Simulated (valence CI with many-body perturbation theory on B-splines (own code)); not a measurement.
Questions on Sb28+

Calculated by relativistic CI+MBPT: five valence electrons over a frozen Dirac-Fock core [Ar], a basis of 7 s, 7 p, 8 d, 6 f, 4 g, 1 h functions for each j, with the one-electron correlation potential Σ1 (screened to all orders), the two-electron term Σ2, the three-electron term Σ3, Breit, model QED; selected single and double excitations, second order for the rest (own B-spline code, finite nucleus).

No measured spectrum was set against this ion. As an estimate, large intervals hold to a few tenths of a per cent, small ones and those within an open d or f shell to about a per cent. Among the levels kept, up to 470 cm⁻¹ of a level comes from second order outside the variational space, and about a tenth of that is noise between levels of different J, which matters for small intervals. Only levels of the ground parity were solved; by the run's estimate the other parity begins above the list, which can be wrong where configurations are misplaced.

Levels are named by their leading jj configuration (3d3/2^4 stands for four electrons in 3d with j = 3/2), which in mixed levels can hold well under half, so a name can repeat and another be missing.

Rates and lifetimes use the calculated energies. Strong lines usually hold to 10 to 20 %, long lifetimes can be off by a factor of two.

(1) What is the ground level?

(2) What is the ionisation energy?

(3) How well does LS coupling describe the low levels?

Results:

(1) (3d3/2^3 3d5/2^2) J=5/2, composition 69 % 3d⁵ ⁶S + 22 % 3d⁵ ⁴P + 4 % 3d⁵ ²D, g = 1.834.

(2) 1605.7 eV; NIST lists 1606 ± 4 eV (theoretical).

(3) Among the lowest 20 levels the leading LS term, summed over configurations, holds 52 % on average. For single configurations the figures are 52 % in LS and 71 % in jj coupling. Terms mix most in the J = 5/2 level at 85860 cm⁻¹, where the leading one holds 25 %.
